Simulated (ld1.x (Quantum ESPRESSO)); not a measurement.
## Ranking RRKJ potentials for P (Z = 15)

All share these settings but for the change named:

ld1.x (Quantum ESPRESSO) 7.5 input, shortened:

```
&input
   title='P', zed=15., rel=0, dft='WC', iswitch=3,
   config='[Ne] 3s2 3p3'
 /
 &inputp
   pseudotype=2, tm=.false., rho0=0.001, lloc=-2, rcloc=1.05,
   nlcc=.true.
 /
2
3S  1  0   2.00   0.00  1.75  1.75  0.0
3P  2  1   3.00   0.00  1.40  1.40  0.0
 &test
   configts(1)='3s2 3p3'
 /
```

Test errors are all-electron minus pseudo excitation energies from the reference, over 3s2 3p2; 3s2 3p1; 3s2 3p0; 3s2 3p3.3; 3s0 3p5; 3s1 3p3; 3s1 3p4. None of these files shows a bound ghost.

The base gives 65.3 meV.

Of 8 variants that were run, those that failed, showed a ghost or another fault, or gave nearly equal values are left out.

A variant can come out equal or close to the base, since the largest error may sit in a test that the change hardly touches while other tests move.

Q: Rank these variants by their largest absolute test error, smallest first.
A. all radii but the core radius scaled by about 0.76 (s 1.34, p 1.06 bohr); local potential all-electron potential smoothed inside 0.80 bohr (lloc = -2)
B. all radii but the core radius scaled by about 1.06 (s 1.86, p 1.48 bohr); local potential all-electron potential smoothed inside 1.12 bohr (lloc = -2)
C. all radii but the core radius scaled by about 1.21 (s 2.12, p 1.70 bohr); local potential all-electron potential smoothed inside 1.28 bohr (lloc = -2)
D. all radii but the core radius scaled by about 0.93 (s 1.62, p 1.30 bohr); local potential all-electron potential smoothed inside 0.98 bohr (lloc = -2)

A: D (60.9 meV), B (69.7 meV), C (90.1 meV), A (104.4 meV).
